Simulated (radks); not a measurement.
Excited configurations of the germanium ion Ge3+: one electron is placed in a higher orbital outside [Ar] 3d10. The ground configuration is [Ar] 3d10 4s1. Calculated with a radial shooting solver on a logarithmic mesh with Libxc functionals: Dirac Kohn-Sham, PBE, spin-unpolarised, spherical densities, point nucleus; open shells fill j = l - 1/2 first. Excitation = E - E(ground); binding = E(ion) - E, where the ion is the core of charge +4; n* = 4/sqrt(2 binding) in atomic units, and the quantum defect is n - n*.

outer orbital  excitation (eV)  binding (eV)     n*  quantum defect  eigenvalue (eV)  <r> (bohr)
4d3/2                   24.095        22.247  3.128           0.872          -18.863       2.983
5s1/2                   24.765        21.577  3.176           1.824          -19.213       3.868
5d3/2                   33.275        13.067  4.082           0.918          -11.444       5.640
6p1/2                   35.278        11.064  4.436           1.564           -9.884       7.286
6d3/2                   37.791         8.551  5.046           0.954           -7.604       9.010
6f5/2                   39.916         6.425  5.821           0.179           -5.686       11.42
7s1/2                   38.040         8.301  5.121           1.879           -7.462       10.02
7d3/2                   40.313         6.029  6.009           0.991           -5.408       13.10
7f5/2                   41.590         4.752  6.769           0.231           -4.249       16.04

The Delta-SCF ionisation energy is 46.342 eV (NIST Atomic Spectra Database: 45.716 eV, measured). Self-interaction in the functional shifts the binding energies and quantum defects, so they are the method's values and not measured ones. Spin polarisation and multiplet splitting are left out, so open shells lie too high by an amount that depends on their filling.

Beside tabulated values, note that spin-unpolarised runs miss the spin-polarisation part of the exchange energy of open shells.
